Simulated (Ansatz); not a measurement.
A single point on C9H25NSi2, SMILES `C[SiH](C)N(C(C)(C)C)[Si](C)(C)C`.

```yaml
crystal:
  periodic: [false, false, false]
  atoms:
    - {symbol: C, position_ang: [-2.853916, -0.508386, -0.763802]}
    - {symbol: Si, position_ang: [-1.657215, -0.181006, 0.645125]}
    - {symbol: C, position_ang: [-2.403920, 1.048900, 1.846507]}
    - {symbol: N, position_ang: [-0.014334, 0.132795, 0.152525]}
    - {symbol: C, position_ang: [0.326335, 1.290237, -0.710526]}
    - {symbol: C, position_ang: [1.628383, 1.950249, -0.257142]}
    - {symbol: C, position_ang: [-0.748581, 2.372026, -0.620113]}
    - {symbol: C, position_ang: [0.437363, 0.847568, -2.170077]}
    - {symbol: Si, position_ang: [1.046879, -1.247370, 0.427032]}
    - {symbol: C, position_ang: [1.202867, -1.581734, 2.265437]}
    - {symbol: C, position_ang: [2.818375, -1.064091, -0.178383]}
    - {symbol: C, position_ang: [0.386263, -2.767818, -0.458234]}
    - {symbol: H, position_ang: [-2.455083, -1.277972, -1.429410]}
    - {symbol: H, position_ang: [-3.799061, -0.878570, -0.354761]}
    - {symbol: H, position_ang: [-3.080672, 0.373608, -1.366252]}
    - {symbol: H, position_ang: [-1.557999, -1.465291, 1.392785]}
    - {symbol: H, position_ang: [-3.241068, 0.566997, 2.360731]}
    - {symbol: H, position_ang: [-2.783659, 1.951485, 1.365776]}
    - {symbol: H, position_ang: [-1.673593, 1.343329, 2.604061]}
    - {symbol: H, position_ang: [1.574976, 2.190270, 0.807180]}
    - {symbol: H, position_ang: [1.787218, 2.879795, -0.809945]}
    - {symbol: H, position_ang: [2.495869, 1.317561, -0.425328]}
    - {symbol: H, position_ang: [-1.733144, 2.007843, -0.920016]}
    - {symbol: H, position_ang: [-0.492553, 3.193059, -1.293010]}
    - {symbol: H, position_ang: [-0.816055, 2.774843, 0.391595]}
    - {symbol: H, position_ang: [0.708704, 1.687244, -2.816103]}
    - {symbol: H, position_ang: [1.196391, 0.072821, -2.290692]}
    - {symbol: H, position_ang: [-0.515153, 0.441107, -2.517866]}
    - {symbol: H, position_ang: [0.250678, -1.828113, 2.736849]}
    - {symbol: H, position_ang: [1.889201, -2.416782, 2.436216]}
    - {symbol: H, position_ang: [1.613808, -0.703712, 2.771872]}
    - {symbol: H, position_ang: [3.271981, -2.055146, -0.070014]}
    - {symbol: H, position_ang: [2.920388, -0.777519, -1.226143]}
    - {symbol: H, position_ang: [3.405238, -0.373640, 0.429966]}
    - {symbol: H, position_ang: [1.032356, -3.629997, -0.267464]}
    - {symbol: H, position_ang: [0.367468, -2.599892, -1.539237]}
    - {symbol: H, position_ang: [-0.624239, -3.033499, -0.142143]}
basis:
  gaussian: {orbitals: def2-QZVPP}
correlation: {method: mp2}
```

```sh
$ ansatz run in.yaml --threads 11 --pin off --events-out ev --progress --plain --backend cuda
```

It prints (some lines left out):

```
Functional definition: HF
8560 factors; integrals over basis functions are off by at most 9.1e-4 eV
mean field evaluation 1: about -26870.9131 eV, gradient 7.1e1 eV
mean field evaluation 2: about -26871.2195 eV, gradient 7.1e1 eV
mean field evaluation 4: about -26884.3845 eV, gradient 8.3e0 eV
mean field evaluation 8: about -26884.6138 eV, gradient 4.4e-1 eV
mean field -26884.61461621 eV, -987.9913640993 hartree, gradient 2.2e-6 eV, S^2 0.000000; 0 other end points of the search recorded, 0 dependent functions left out
20 core orbitals not correlated: weight in the atoms' cores, before any rotation towards them, 1.000 or more for the frozen orbitals, at most 0.000 for the correlated occupied ones
reference -26884.61461621 eV, -987.9913640993 hartree; 37, 37 occupied and 1403, 1403 virtual orbitals, 8560 factors
second order -60.15125572 eV of doubles, -0.00000000 eV of singles
Total energy: -26944.76587192 eV, -990.2018819750 hartree
```

It took 29 s on 11 threads of an AMD EPYC 7R13 on a shared host and a whole NVIDIA H100 80 GB, with 32 GiB of host memory at the peak.
